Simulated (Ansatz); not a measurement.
Consider the silylene formation by 1,1-elimination: `CO[SiH](F)OC` → `CO[Si]F` + CH₃OH.

Program: Ansatz. Geometries: PBE0-D4/def2-TZVP. ΔE: electronic, gas phase. CCSD(T)/CBS adds triple-zeta CCSD(T) − MP2 to the extrapolated MP2 energy (def2 sets, frozen cores). This one scheme is used for every species. DFT in def2-TZVPP. Each species was taken in one conformer, which may not be the lowest.

Is it downhill or uphill in electronic energy at CCSD(T)/CBS, and by how much? (Estimate.)

Ansatz gave: Uphill: ΔE = +61.3 kcal/mol.

What do these levels give: ωB97X-V, PBE, PBE0, r2SCANh, CCSD/def2-SVP, SCS-MP2/def2-QZVPP? (Estimate.)

The calculation gave: ωB97X-V 62.4, PBE 53.1, PBE0 58.7, r2SCANh 64.1, CCSD/def2-SVP 57.2, SCS-MP2/def2-QZVPP 62.9 kcal/mol.

Largest T1 diagnostic among the species: 0.014.

From r2SCAN to r2SCAN0 (25 % exact exchange), in def2-TZVPP and without D4, ΔE moves by +2.2 kcal/mol. Leaving LDA and LC-ωPBE aside and taking each functional with its dispersion term where it has one, the values, not all of them listed here, spread over 12.2 kcal/mol, from BLYP-D4 to r2SCAN0-D4. LDA lies +8.5 kcal/mol from PBE without D4. At CCSD(T), def2-SVP lies −4.5 kcal/mol from the extrapolated value and def2-TZVPP −0.8 kcal/mol.
